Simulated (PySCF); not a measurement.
System: C3H5O (charge +1, singlet). It need not be the lowest isomer of its formula. 
Geometry from a B3LYP-D3(BJ)/def2-TZVP (Ansatz) optimisation:
```xyz
9

C     -0.4124     1.1317     0.0955
C     -1.1743    -0.2671    -0.0201
C      0.2374    -0.1085    -0.1073
O      1.3660    -0.6479     0.0040
H     -0.2410     1.6434     1.0395
H     -0.6051     1.7808    -0.7535
H     -1.7601    -0.3468    -0.9308
H     -1.5758    -0.8021     0.8372
H      1.3498    -1.6284    -0.0332
```
Charge +1, spin multiplicity 1.

Dispersion corrections to the total energy (kcal/mol) from the dftd3 and dftd4 libraries through PySCF: D3(BJ) without and D4 with the three-body term, each with the damping fitted for the functional named.

| functional | D3(BJ) | D4 |
|---|---|---|
| BLYP | -6.58 | -5.51 |
| B2PLYP | -2.36 | -1.66 |
| PBE0 | -2.62 | -1.97 |
| HF | … | -9.78 |
| TPSSh | -3.51 | … |
| LC-wPBE | -2.76 | … |
| TPSS | -3.88 | -3.25 |

Task: Fill in the missing entries.

Result: 
- HF, D3(BJ): -27.93
- TPSSh, D4: -2.94
- LC-wPBE, D4: -2.63
